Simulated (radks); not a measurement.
Species: Cl6+. Configuration: [Ne] 3s1. Method: scalar-relativistic Kohn-Sham, PBEsol, spin-polarised, spherical densities, finite nucleus; open shells are filled with parallel spins first; Fermi nuclear charge, rms radius 3.3654 fm; computed with a radial shooting solver on a logarithmic mesh with Libxc functionals.

Radial electron density D(r) = 4 pi r^2 rho(r):

```
   r/bohr * D(r) (the largest magnitude, 19.6, reaches the edge; | marks zero)
 0.009287 |      *
  0.01047 |        *
  0.01171 |          *
  0.01321 |            *
  0.01477 |              *
  0.01652 |                 *
  0.01863 |                    *
  0.02083 |                        *
   0.0233 |                           *
  0.02628 |                                *
  0.02939 |                                    *
  0.03287 |                                        *
  0.03706 |                                            *
  0.04146 |                                                *
  0.04637 |                                                   *
  0.05228 |                                                     *
  0.05848 |                                                      *
  0.06541 |                                                      *
  0.07375 |                                                     *
  0.08249 |                                                  *
  0.09226 |                                               *
    0.104 |                                           *
   0.1164 |                                        *
   0.1312 |                                     *
   0.1467 |                                    *
   0.1641 |                                    *
   0.1851 |                                      *
    0.207 |                                         *
   0.2315 |                                             *
    0.261 |                                                 *
    0.292 |                                                    *
   0.3266 |                                                    *
   0.3682 |                                                  *
   0.4118 |                                             *
   0.4606 |                                       *
   0.5194 |                              *
   0.5809 |                      *
   0.6498 |                *
   0.7326 |          *
   0.8195 |      *
   0.9166 |    *
    1.033 |   *
    1.156 |  *
    1.303 |  *
    1.458 | *
     1.63 | *
    1.838 |*
    2.056 *
      2.3 *
    2.593 *
      2.9 *
    3.244 *
    3.658 *
```

D(r) has 2 maxima, at r = 0.0618, 0.316 bohr, and minima at 0.153 bohr, inside which lie 2.18 electrons.
